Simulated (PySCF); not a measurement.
Ligand exchange on a metal centre used in film growth or etching (Mo Cl-NH2). Isolated molecules, 0 K electronic values unless said otherwise. One relaxed conformer stands for each flexible species; it need not be the lowest.

Quantity: redistribution energy (mixed species minus the weighted end members), in kcal/mol.

A: 3 of 6 Cl replaced by NH2: [Mo(Cl)3(NH2)3]
B: 1 of 6 Cl replaced by NH2: [Mo(Cl)5(NH2)]
C: 4 of 6 Cl replaced by NH2: [Mo(Cl)2(NH2)4]

Question: Put the candidates in order of redistribution energy (mixed species minus the weighted end members), lowest first, for M06-2X/6-31G* (LANL2DZ on Mo) // TPSS-D3(BJ)/def2-SVP (PySCF).

Answer: A (-35.6 kcal/mol), C (-29.9 kcal/mol), B (-16.6 kcal/mol)
